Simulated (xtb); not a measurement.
C3H7O (SMILES CC(C)[O]), doublet, geometry from GFN2-xTB, atoms displaced at random by about 0.02 Å a coordinate. Base run: GFN2-xTB run with xtb.

xtb was given this input:
```
$ xtb mol.xyz --gfn 2 --uhf 1 --opt --json

# file mol.xyz
11

O      0.05363100     1.40776126    -0.03968889
C     -0.01173057     0.10728508     0.28894979
H      0.01580621     0.12975861     1.41222093
C     -1.34029907    -0.55807487    -0.15578753
C      1.21023326    -0.70841588    -0.11597767
H     -1.37342752    -0.63227676    -1.21905870
H      1.23354893    -0.79441639    -1.21742120
H     -2.17426205     0.06600700     0.24544219
H      2.15335823    -0.16857249     0.19514205
H     -1.41542220    -1.56928608     0.34498739
H      1.18651011    -1.74276966     0.32003756
```

Variants of this job, named by their change:

```tsv
change	ΔE vs base (mEh)	optimiser steps
base	0.000	6
opt level = lax	0.002	5
alpb = thf	-10.143	6
engine = inertial	0.009	-
opt level = sloppy	0.021	4
alpb = dmf	-10.443	6
opt level = crude	0.021	4
opt level = extreme	0.000	9
engine = lbfgs	0.000	-
opt level = loose	0.002	5
```
